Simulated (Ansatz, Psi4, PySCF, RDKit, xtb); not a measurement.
Pair of molecules: NH3 (SMILES N) (first 4 atoms) with CH5N (SMILES CN); geometry from B3LYP-D3(BJ)/def2-TZVP, rigid monomers moved along the line of their centres of mass till H2···N6 is 2.53 Å.
(charge 0, multiplicity 1):
```xyz
11

N      0.304    -0.181     0.200
H      0.107     0.324     1.064
H      0.620     0.495    -0.487
H     -0.573    -0.559    -0.140
C     -0.050    -0.671     3.967
N      0.158     0.721     3.559
H      0.491    -1.324     3.281
H     -1.110    -0.914     3.881
H      0.269    -0.901     4.991
H      1.136     0.974     3.643
H     -0.365     1.355     4.150
```

Monomers are frozen at their geometry in the pair; levels with a basis set take the counterpoise correction. Rows marked so take none. RDKit's UFF carries no charges.

Frozen-core correlation. Rows in 6-31G*, STO-3G carry no dispersion term and start afresh at each structure (6-31G* with six Cartesian d functions). MP2/6-31G* freezes PySCF's default core.

Codes used: Ansatz (Gaussian orbitals); Psi4 for SAPT; PySCF for 6-31G* rows, STO-3G rows; RDKit for the force fields; xtb for the GFN methods. Each number belongs to the level named beside it.

```
level                           interaction energy (kJ/mol)
------------------------------  ---------------------------
UFF                                                    -0.1
GFN-FF                                                -15.9
HF/STO-3G (no counterpoise)                            -8.6
PBE/def2-TZVPPD                                       -12.4
B3LYP/6-31G*                                          -11.7
B3LYP/6-31G* (no counterpoise)                          ___
MP2/6-31G*                                            -12.4
CCSD(T)/aug-cc-pVDZ                                   -12.8
SAPT0/jun-cc-pV(D+d)Z                                 -12.9
```

Question: Some entries are withheld; supply them.

Answer: 
- B3LYP/6-31G* (no counterpoise), interaction energy (kJ/mol): -16.4

Ansatz is an electronic-structure program.
